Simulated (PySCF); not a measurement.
C3H12Si3, charge -1, doublet, at a GFN2-xTB geometry (a state made from the parent by changing its charge; the spin is typed, not shown lowest) (in this run its highest filled SCF level lies above zero, so its values depend strongly on the basis, on diffuse functions most of all); TPSS/3-21G (PySCF).

Input for PySCF:
```python
from pyscf import gto, scf, dft

mol = gto.Mole()
mol.atom = '''
    C    -0.697437    1.269766   -0.973738
    Si    1.127880    1.478416   -0.408516
    C     1.825189   -0.287184   -0.266491
    Si    0.744436   -1.489288    0.724240
    C    -1.090435   -1.494922    0.246912
    Si   -1.885971    0.229989    0.122184
    H    -0.687885    0.821418   -1.974188
    H    -1.133736    2.265025   -1.110221
    H     2.013091    2.228958   -1.339836
    H     1.095577    2.304448    0.817395
    H     2.003322   -0.670773   -1.274576
    H     2.805548   -0.260010    0.214229
    H     1.357144   -2.792929    1.137107
    H     0.709458   -0.817966    2.104824
    H    -1.618429   -2.092552    0.993233
    H    -1.239512   -2.014050   -0.703555
    H    -2.074598    0.991268    1.375622
    H    -3.262708    0.043566   -0.410837
'''
mol.basis = '3-21g'
mol.charge = -1
mol.spin = 1
mol.verbose = 4
mol.build()

mf = dft.UKS(mol)
mf.xc = 'tpss'
mf = mf.newton()
mf.kernel()
mf.analyze()
```

What the program printed (banner, timings and long lists left out):

```
PySCF version 2.14.0

[INPUT] verbose = 4
[INPUT] num. atoms = 18
[INPUT] num. electrons = 73
[INPUT] charge = -1
[INPUT] spin (= nelec alpha-beta = 2S) = 1
[INPUT] symmetry False subgroup None
[INPUT] Mole.unit = angstrom
[INPUT] Symbol           X                Y                Z      unit          X                Y                Z       unit  Magmom
[...]
nuclear repulsion = 443.580038693482
number of shells = 60
number of NR pGTOs = 162
number of NR cGTOs = 90
basis = 3-21g
ecp = {}

******** <class 'pyscf.soscf.newton_ah.SecondOrderUKS'> ********
method = SecondOrderUKS
initial guess = minao
damping factor = 0
level_shift factor = 0
DIIS = <class 'pyscf.scf.diis.CDIIS'>
diis_start_cycle = 1
diis_space = 8
diis_damp = 0
SCF conv_tol = 1e-09
SCF conv_tol_grad = None
SCF max_cycles = 50
direct_scf = True
direct_scf_tol = 1e-13
number electrons alpha = 37  beta = 36
XC library pyscf.dft.libxc version 7.1.2
    S. Lehtola, C. Steigemann, M. J. T. Oliveira, and M. A. L. Marques,  SoftwareX 7, 1–5 (2018)
XC functionals = tpss
    J. Tao, J. P. Perdew, V. N. Staroverov, and G. E. Scuseria,  Phys. Rev. Lett. 91, 146401 (2003)
    J. P. Perdew, J. Tao, V. N. Staroverov, and G. E. Scuseria,  J. Chem. Phys. 120, 6898 (2004)
    J. Tao, J. P. Perdew, V. N. Staroverov, and G. E. Scuseria,  Phys. Rev. Lett. 91, 146401 (2003)
    J. P. Perdew, J. Tao, V. N. Staroverov, and G. E. Scuseria,  J. Chem. Phys. 120, 6898 (2004)
radial grids:
    Treutler-Ahlrichs [JCP 102, 346 (1995); DOI:10.1063/1.469408] (M4) radial grids

becke partition: Becke, JCP 88, 2547 (1988); DOI:10.1063/1.454033
pruning grids: <function nwchem_prune>
grids dens level: 3
symmetrized grids: False
atomic radii adjust function: <function treutler_atomic_radii_adjust>
small_rho_cutoff = 0
******** <class 'pyscf.dft.uks.UKS'> Newton solver flags ********
SCF tol = 1e-09
conv_tol_grad = None
max. SCF cycles = 50
direct_scf = True
direct_scf_tol = 1e-13
max_cycle_inner = 12
max_stepsize = 0.05
ah_start_tol = 1e+09
ah_level_shift = 0
ah_conv_tol = 1e-12
ah_lindep = 1e-14
ah_start_cycle = 1
ah_max_cycle = 40
ah_grad_trust_region = 2.5
kf_interval = 4
kf_trust_region = 5
canonicalization = True
Set conv_tol_grad to 3.16228e-05
tot grids = 217592

Initial guess E= -984.671676708272  |g|= 0.493438
macro= 0  E= -984.807323537721  delta_E= -0.135647  |g|= 0.00507656  4 KF 13 JK
macro= 1  E= -984.807325124529  delta_E= -1.58681e-06  |g|= 0.000114826  2 KF 8 JK
macro= 2  E= -984.80732512453  delta_E= -1.13687e-12  |g|= 6.40718e-06  1 KF 2 JK
Canonicalize SCF orbitals
macro X = 3  E=-984.80732512453  |g|= 6.40718e-06  total 8 KF 27 JK
converged SCF energy = -984.80732512453  <S^2> = 0.7522225  2S+1 = 2.0022213
**** SCF Summaries ****
Total Energy =                        -984.807325124530280
Nuclear Repulsion Energy =             443.580038693482493
One-electron Energy =                -2254.090459183400981
Two-electron Energy =                  825.703095365388208
Two-electron Coulomb Energy =          909.376751144068521
DFT Exchange-Correlation Energy =      -83.673655778680271
**** MO energy ****
                             alpha | beta                alpha | beta
[...]
To work with the spin densities directly, `use mulliken_meta_spin()` only printing them here.

 ** Mulliken spin pop alpha/beta on meta-lowdin orthogonal AOs **
 ** Mulliken Spin Density (per AO)  **
spin_pop of  0 C 1s        0.00000
spin_pop of  0 C 2s        0.06817
spin_pop of  0 C 3s        0.00935
spin_pop of  0 C 2px      -0.01147
spin_pop of  0 C 2py       0.00132
spin_pop of  0 C 2pz       0.01277
spin_pop of  0 C 3px       0.00012
spin_pop of  0 C 3py       0.00040
spin_pop of  0 C 3pz       0.00251
spin_pop of  1 Si 1s       -0.00000
spin_pop of  1 Si 2s       -0.00000
spin_pop of  1 Si 3s        0.00721
spin_pop of  1 Si 4s        0.00009
spin_pop of  1 Si 2px       0.00001
spin_pop of  1 Si 2py       0.00000
spin_pop of  1 Si 2pz      -0.00000
spin_pop of  1 Si 3px       0.12483
spin_pop of  1 Si 3py       0.04172
spin_pop of  1 Si 3pz       0.07734
spin_pop of  1 Si 4px       0.01616
spin_pop of  1 Si 4py       0.00484
spin_pop of  1 Si 4pz       0.00935
spin_pop of  2 C 1s        0.00000
spin_pop of  2 C 2s        0.03989
spin_pop of  2 C 3s        0.00440
spin_pop of  2 C 2px       0.00806
spin_pop of  2 C 2py      -0.01258
spin_pop of  2 C 2pz       0.00303
spin_pop of  2 C 3px       0.00151
spin_pop of  2 C 3py       0.00034
spin_pop of  2 C 3pz      -0.00001
spin_pop of  3 Si 1s        0.00000
spin_pop of  3 Si 2s       -0.00000
spin_pop of  3 Si 3s        0.02915
spin_pop of  3 Si 4s        0.00318
spin_pop of  3 Si 2px      -0.00000
spin_pop of  3 Si 2py      -0.00001
spin_pop of  3 Si 2pz       0.00000
spin_pop of  3 Si 3px      -0.00011
spin_pop of  3 Si 3py       0.02073
spin_pop of  3 Si 3pz       0.14441
spin_pop of  3 Si 4px      -0.00009
spin_pop of  3 Si 4py       0.00182
spin_pop of  3 Si 4pz       0.01826
spin_pop of  4 C 1s        0.00000
spin_pop of  4 C 2s        0.03989
spin_pop of  4 C 3s        0.00440
spin_pop of  4 C 2px      -0.00573
spin_pop of  4 C 2py       0.00178
spin_pop of  4 C 2pz       0.00246
spin_pop of  4 C 3px       0.00007
spin_pop of  4 C 3py       0.00174
spin_pop of  4 C 3pz       0.00003
spin_pop of  5 Si 1s       -0.00000
spin_pop of  5 Si 2s       -0.00000
spin_pop of  5 Si 3s        0.00721
spin_pop of  5 Si 4s        0.00009
spin_pop of  5 Si 2px      -0.00000
spin_pop of  5 Si 2py       0.00001
spin_pop of  5 Si 2pz       0.00000
spin_pop of  5 Si 3px       0.00493
spin_pop of  5 Si 3py       0.12271
spin_pop of  5 Si 3pz       0.11623
spin_pop of  5 Si 4px      -0.00029
spin_pop of  5 Si 4py       0.01608
spin_pop of  5 Si 4pz       0.01455
spin_pop of  6 H 1s       -0.00134
spin_pop of  6 H 2s        0.00004
spin_pop of  7 H 1s       -0.00270
spin_pop of  7 H 2s        0.00075
spin_pop of  8 H 1s       -0.00502
spin_pop of  8 H 2s        0.00039
spin_pop of  9 H 1s        0.00009
spin_pop of  9 H 2s        0.00086
spin_pop of  10 H 1s       -0.00029
spin_pop of  10 H 2s        0.00081
spin_pop of  11 H 1s       -0.00164
spin_pop of  11 H 2s        0.00048
spin_pop of  12 H 1s        0.02483
spin_pop of  12 H 2s        0.00145
spin_pop of  13 H 1s        0.02560
spin_pop of  13 H 2s        0.00717
spin_pop of  14 H 1s       -0.00164
spin_pop of  14 H 2s        0.00048
spin_pop of  15 H 1s       -0.00029
spin_pop of  15 H 2s        0.00081
spin_pop of  16 H 1s        0.00009
spin_pop of  16 H 2s        0.00086
spin_pop of  17 H 1s       -0.00502
spin_pop of  17 H 2s        0.00039
 ** Mulliken Spin Density (per atom)  **
spin density of  0 C =      0.08318
spin density of  1 Si =      0.28154
spin density of  2 C =      0.04464
spin density of  3 Si =      0.21735
spin density of  4 C =      0.04463
spin density of  5 Si =      0.28152
spin density of  6 H =     -0.00131
spin density of  7 H =     -0.00195
spin density of  8 H =     -0.00462
spin density of  9 H =      0.00095
spin density of  10 H =      0.00052
spin density of  11 H =     -0.00116
spin density of  12 H =      0.02628
spin density of  13 H =      0.03276
spin density of  14 H =     -0.00116
spin density of  15 H =      0.00052
spin density of  16 H =      0.00095
spin density of  17 H =     -0.00462
 ** Mulliken pop alpha/beta on meta-lowdin orthogonal AOs **
 ** Mulliken pop       alpha | beta **
In total            37.00000 | 36.00000
 ** Mulliken atomic charges   ( Nelec_alpha | Nelec_beta ) **
charge of  0C =     -0.65976  (     3.37147      3.28829 )
charge of  1Si =      0.38151  (     6.95001      6.66847 )
charge of  2C =     -0.63741  (     3.34102      3.29638 )
charge of  3Si =      0.41621  (     6.90057      6.68322 )
charge of  4C =     -0.63741  (     3.34102      3.29639 )
charge of  5Si =      0.38154  (     6.94999      6.66847 )
charge of  6H =      0.08536  (     0.45667      0.45797 )
charge of  7H =      0.09218  (     0.45293      0.45489 )
charge of  8H =     -0.12387  (     0.55962      0.56425 )
charge of  9H =     -0.11895  (     0.55995      0.55900 )
charge of  10H =      0.09311  (     0.45371      0.45319 )
charge of  11H =      0.09695  (     0.45094      0.45211 )
charge of  12H =     -0.13717  (     0.58173      0.55545 )
charge of  13H =     -0.17956  (     0.60616      0.57340 )
charge of  14H =      0.09696  (     0.45094      0.45210 )
charge of  15H =      0.09311  (     0.45371      0.45319 )
charge of  16H =     -0.11895  (     0.55995      0.55900 )
charge of  17H =     -0.12387  (     0.55962      0.56424 )

WARN: System has nonzero charge -1; the dipole moment is origin-dependent.
Location of origin: [0. 0. 0.]

Dipole moment(X, Y, Z, Debye):  0.06794, -0.80763, -1.51129
```
